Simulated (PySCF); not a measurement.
4H-pyran-4-thione, C₅H₄OS.
Z-matrix (Å and degrees, GFN2-xTB geometry), rows numbered from 1:
```
S 
C   1  1.6483
C   2  1.4376  1  122.88
C   3  1.3446  2  120.39  1  -179.98
O   4  1.3457  3  123.79  2     0.09
C   5  1.3457  4  117.37  3    -0.02
C   6  1.3445  5  123.78  4    -0.09
H   3  1.0770  2  118.86  1    -0.00
H   4  1.0801  3  124.21  2  -179.96
H   6  1.0802  5  112.01  4   179.87
H   7  1.0770  2  118.84  1    -0.05
```

The calculation used CAM-B3LYP/def2-SVPD in PySCF (dipole) on a GFN2-xTB geometry, gas phase.

Masses are those of the commonest isotopes; rigid-rotor values at the optimised geometry. 

Question: Give the principal moments of inertia and the rotational constants in MHz.

Answer: Ia = 84.28, Ib = 311.14, Ic = 395.41 u·Å²; 505379 MHz·u·Å²/I gives A = 5997, B = 1624, C = 1278 MHz.

Question: What kind of rotor is it?

Answer: An asymmetric top. Ray's parameter κ = (2B − A − C)/(A − C) = -0.853; −1 is the prolate and +1 the oblate limit.

Question: Is it planar, by Δ = Ic − Ia − Ib?

Answer: Planar: Δ = Ic − Ia − Ib = 0.00 u·Å². For a rigid frame Δ = −2 Σ m c², so it vanishes when all atoms lie in the ab plane; here none is more than 0.01 Å from it.

Question: Which types of transition are allowed, and where do some lines up to J = 2 fall?

Answer: The dipole components are |μa| = 4.57 D, |μb| = 0.00 D, |μc| = 0.00 D; the symmetry axis of this C2v structure is a, so μb and μc vanish by symmetry and there are no b-type or c-type lines. Some lines, for components of 0.1 D or more:

```
type  branch         J(Ka,Kc)   MHz  lower level (cm⁻¹)
   a       Q  1(1,0) ← 1(1,1)   346               0.243
   a       Q  2(1,1) ← 2(1,2)  1039               0.425
   a       R  1(0,1) ← 0(0,0)  2902               0.000
   a       R  2(1,2) ← 1(1,1)  5459               0.243
   a       R  2(0,2) ← 1(0,1)  5785               0.097
   a       R  2(1,1) ← 1(1,0)  6151               0.254
```

Question: Estimate the classical rotational partition function at 100 K, 200 K and 298.15 K.

Answer: Point group C2v, symmetry number σ = 2; q = (√π/σ)·√((kT/h)³/(ABC)), k/h = 20836.6 MHz/K: 23900 at 100 K, 67600 at 200 K, 123000 at 298.15 K.

Whether it is a minimum is left open (no frequencies). Constants of a rigid frame at the computed geometry: no zero-point averaging, no centrifugal distortion.

The run took 20 s wall on one thread, Arm Neoverse V2, no GPU (shared host). This is the CAM-B3LYP/def2-SVPD job that gave the dipole, with the excitations it also computed.
